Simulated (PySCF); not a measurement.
AlClH₅NO₂Si, SMILES [OH][Al]([OH])[NH][SiH2]Cl. Geometry optimised at PBE0-D3(BJ)/def2-SVP. The structure was generated by enumeration; whether it is a known compound was not checked. Other conformers were not sampled.

Computed equilibrium geometry at PBE0-D3(BJ)/def2-SVP (PySCF confirms it by a frequency run) as a Z-matrix (one conformer of several):
```
N
H 1 1.0184
Si 1 1.7144 2 115.45
H 3 1.4877 1 112.02 2 40.77
H 3 1.4902 4 111.62 1 -121.14
Al 1 1.7905 2 116.11 3 -172.24
O 6 1.6928 1 116.60 2 -4.01
H 7 0.9577 6 124.77 1 179.06
O 6 1.6933 7 121.13 8 -1.40
H 9 0.9574 6 127.30 7 178.25
Cl 3 2.0826 4 106.00 5 -115.30
```
